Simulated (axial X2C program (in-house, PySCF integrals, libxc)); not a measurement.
Correcting the dissociation energy of NaSe⁺ for spin–orbit coupling

A spin-free CCSD(T) curve (one-electron X2C) was computed with an axial X2C code built on PySCF integrals, basis Se dyall-cv3z [8s9p6d4f1g], Na dyall-cv3z [9s8p5d2f] (cores contracted in-house), for the state M_S = 1, Λ = 0 (beyond evenly filled blocks: π+α, π-α). It gives D0 = 0.557 eV to Se + Na+, which in a spin-free picture are the weighted means of the ground terms.

Correlated methods: 14 electrons correlated (number of frozen shells: Se 3 s, 2 p, 1 d; Na 1 s), 236 virtual spin orbitals or spinors in MP2, 90 natural virtuals in coupled cluster.

Measured levels of the ground terms (NIST Handbook of Basic Atomic Spectroscopic Data), in cm⁻¹: Se 3P: J = 2 at 0, J = 1 at 1989.5, J = 0 at 2534.4; Na+ 1S: J = 0 at 0.

The molecular state has Λ = 0, so it has no first-order lowering.

Q: How far does each ground level lie under the (2J+1)-weighted mean of its term?

A: Se: (5 × 0 + 3 × 1989.5 + 1 × 2534.4)/9 = 945 cm⁻¹; Na+: a single level, 0.

Q: Correct D0.

A: D0 = 0.557 + (0 − 945)/8065.5 = 0.440 eV at CCSD(T) with these spin–orbit terms. The direct two-component run gives 0.461 eV; the difference holds second-order terms in the molecule, scalar two-electron terms, the gap between measured and computed atomic splittings (a 2c atom can miss part of its lowering) and, in coupled cluster, the truncation of each run.

Second-order spin–orbit effects in the molecule, which grow quickly with Z, are left out. Occupations by symmetry block were frozen at the best pattern of an incomplete PBE0 search. Dissociation energies refer to the lowest single-determinant-based atoms at the same level and basis. Coupled cluster ran in a truncated set of natural virtual spinors; the MP2 energy of the rest was added. (T) has no such correction and the atoms are truncated less, which lowers De at CCSD(T) by a hundredth of an eV or more.
